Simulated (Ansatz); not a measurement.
The same path of a periodic cell of 63 atoms, Si (host Si, host structure diamond, one Si atom removed), cell charge +1 was run twice with different band settings. Lost on the way: Si12–Si13, Si12–Si49, Si12–Si61. Made: Si11–Si12, Si12–Si18, Si12–Si34.

All numbers below come from DFT LDA, scalar-relativistic, plane waves, PAW (Ansatz). Settings: PAW set soft_1, cutoff 420 eV, k mesh 1x1x1, fermi-dirac smearing 0.05 eV, spin collinear.

Relaxed end points:

```xyz
63
Lattice="10.8600 0.0000 0.0000 0.0000 10.8600 0.0000 0.0000 0.0000 10.8600" Properties=species:S:1:pos:R:3
Si 5.438 0.005 0.003
Si 6.793 1.356 1.357
Si 8.148 2.708 0.002
Si 9.499 4.081 1.337
Si 8.148 0.005 2.712
Si 9.508 1.357 4.072
Si 0.002 -0.006 -0.013
Si 1.363 1.356 1.358
Si 2.725 2.717 -0.012
Si 4.089 4.081 1.376
Si 5.412 5.405 -0.024
Si 8.178 8.170 -0.027
Si 9.499 9.492 1.378
Si 2.726 -0.005 2.728
Si 4.079 1.356 4.073
Si 5.439 2.707 2.713
Si 6.775 4.080 4.063
Si 8.177 5.403 2.741
Si 9.499 6.806 4.064
Si 5.424 -0.006 5.426
Si 6.793 1.356 6.788
Si 8.164 2.717 5.426
Si 9.508 4.071 6.787
Si 8.164 -0.005 8.149
Si 9.508 1.356 9.503
Si 0.013 5.432 0.003
Si 1.364 6.786 1.358
Si 2.715 8.141 0.003
Si 4.088 9.492 1.338
Si 0.002 2.718 2.728
Si 1.364 4.072 4.072
Si 2.715 5.430 2.712
Si 4.089 6.766 4.062
Si 5.412 8.168 2.739
Si 6.813 9.492 4.063
Si 0.007 0.000 5.431
Si 1.363 1.356 6.788
Si 2.719 2.712 5.432
Si 4.079 4.072 6.788
Si 5.438 5.431 5.436
Si 6.793 6.786 6.788
Si 8.148 8.141 5.436
Si 9.508 9.501 6.787
Si 2.721 0.000 8.144
Si 4.079 1.357 9.503
Si 5.424 2.719 8.149
Si 6.814 4.081 9.512
Si 8.149 5.431 8.138
Si 9.500 6.766 9.511
Si 0.012 8.141 2.713
Si 1.365 9.500 4.072
Si 0.002 5.416 5.426
Si 1.363 6.786 6.788
Si 2.726 8.155 5.425
Si 4.079 9.500 6.787
Si 0.008 2.713 8.144
Si 1.364 4.072 9.504
Si 2.725 5.416 8.150
Si 4.088 6.806 9.513
Si 5.438 8.141 8.139
Si 6.774 9.492 9.512
Si 0.002 8.157 8.149
Si 1.364 9.501 9.503
```

```xyz
63
Lattice="10.8600 0.0000 0.0000 0.0000 10.8600 0.0000 0.0000 0.0000 10.8600" Properties=species:S:1:pos:R:3
Si 5.440 -0.010 0.020
Si 6.789 1.364 1.356
Si 8.145 2.715 0.000
Si 9.501 4.066 1.356
Si 8.125 -0.010 2.705
Si 9.516 1.353 4.068
Si -0.010 -0.010 -0.020
Si 1.353 1.353 1.371
Si 2.715 2.715 0.000
Si 4.077 4.077 1.371
Si 5.440 5.440 -0.020
Si 6.773 6.773 1.372
Si 9.517 9.517 1.372
Si 2.715 0.000 2.715
Si 4.071 1.359 4.074
Si 5.430 2.715 2.715
Si 6.774 4.077 4.068
Si 8.165 5.440 2.705
Si 9.501 6.789 4.079
Si 5.430 0.000 5.430
Si 6.774 1.353 6.792
Si 8.145 2.715 5.430
Si 9.516 4.077 6.792
Si 8.165 -0.010 8.155
Si 9.501 1.364 9.504
Si -0.010 5.440 0.020
Si 1.364 6.789 1.356
Si 2.715 8.145 0.000
Si 4.066 9.501 1.356
Si 0.000 2.715 2.715
Si 1.359 4.071 4.074
Si 2.715 5.430 2.715
Si 4.077 6.774 4.068
Si 5.440 8.165 2.705
Si 6.789 9.501 4.079
Si 0.000 0.000 5.430
Si 1.359 1.359 6.786
Si 2.715 2.715 5.430
Si 4.071 4.071 6.786
Si 5.430 5.430 5.430
Si 6.789 6.789 6.781
Si 8.145 8.145 5.430
Si 9.501 9.501 6.781
Si 2.715 0.000 8.145
Si 4.077 1.353 9.489
Si 5.430 2.715 8.145
Si 6.789 4.066 9.504
Si 8.125 5.440 8.155
Si 9.517 6.773 9.488
Si -0.010 8.125 2.705
Si 1.353 9.516 4.068
Si 0.000 5.430 5.430
Si 1.353 6.774 6.792
Si 2.715 8.145 5.430
Si 4.077 9.516 6.792
Si 0.000 2.715 8.145
Si 1.353 4.077 9.489
Si 2.715 5.430 8.145
Si 4.066 6.789 9.504
Si 5.440 8.125 8.155
Si 6.773 9.517 9.488
Si -0.010 8.165 8.155
Si 1.364 9.501 9.504
```

Common settings: climbing image yes; spring 5.0 eV/Å²; optimiser quadratic models (default); end points relaxed.

| run | movable images | start path | force threshold | iteration limit |
| --- | --- | --- | --- | --- |
| 1 | 5 | IDPP | 0.05 eV/Å | 44 |
| 2 | 3 | default | 0.4 eV/Å | 50 |

(1) What does each run give, and how far can it be trusted?

Results:

(1) Run 1: converged after 6 iterations, highest image 0.501 eV above the first end. By the program's own check the climbing image is a first-order saddle point (lowest curvatures found: -1.46 and 0.66 eV/Å²).
Run 2: converged after 2 iterations, highest image 0.642 eV above the first end. The threshold of 0.4 eV/Å is loose, so the images may lie well off the minimum-energy path. The order of the point at the top wasn't checked.
Limits of this set-up: coarse k mesh, PAW files made for another functional, a typed lattice constant that wasn't relaxed here, charged cell in a uniform background, uncorrected.
